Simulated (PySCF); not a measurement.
C4H14Si2, SMILES C[SiH2][SiH2]C(C)C, GFN2-xTB optimised geometry.

```
20

C      2.24    -2.27    -0.51
Si     1.59    -0.56     0.00
Si    -0.72    -0.56     0.00
C     -1.40     1.23     0.00
C     -0.88     2.01     1.20
C     -2.92     1.26    -0.02
H      3.33    -2.30    -0.52
H      1.90    -3.04     0.17
H      1.90    -2.54    -1.51
H      2.18    -0.25     1.32
H      2.18     0.43    -0.92
H     -1.32    -1.24    -1.17
H     -1.31    -1.23     1.17
H     -1.04     1.74    -0.90
H     -1.21     1.55     2.13
H     -1.24     3.04     1.19
H      0.21     2.04     1.21
H     -3.31     0.74    -0.90
H     -3.29     2.29    -0.05
H     -3.33     0.78     0.86
```

Density from CAM-B3LYP/def2-SVP in PySCF 2.14.0 at that geometry.

Minimum of the electron density along straight lines between bonded atoms, close to the bond critical point (lines longer than 1.1 times the sum of covalent radii, or with two minima, are not listed):

```
bond     length / Å  ρ at the minimum / e bohr⁻³  ∇²ρ there / e bohr⁻⁵  position (fraction from the first atom)
-------  ----------  ---------------------------  --------------------  ---------------------------------------
C1–Si2        1.899                        0.111                  0.32                                     0.62
Si3–C4        1.914                        0.112                  0.29                                     0.38
C4–C5         1.526                        0.244                 -0.55                                     0.50
C4–C6         1.525                        0.244                 -0.55                                     0.50
C1–H7         1.086                        0.273                 -0.99                                     0.63
C1–H8         1.086                        0.272                 -0.98                                     0.63
C1–H9         1.086                        0.272                 -0.99                                     0.63
Si2–H10       1.472                        0.115                  0.33                                     0.49
Si2–H11       1.473                        0.114                  0.33                                     0.49
Si3–H12       1.474                        0.114                  0.33                                     0.49
Si3–H13       1.474                        0.114                  0.33                                     0.49
C4–H14        1.096                        0.272                 -0.96                                     0.62
C5–H15        1.089                        0.277                 -1.02                                     0.63
C5–H16        1.090                        0.275                 -1.01                                     0.63
C5–H17        1.089                        0.276                 -1.01                                     0.62
C6–H18        1.088                        0.277                 -1.03                                     0.63
C6–H19        1.090                        0.275                 -1.01                                     0.63
C6–H20        1.088                        0.277                 -1.02                                     0.63
```
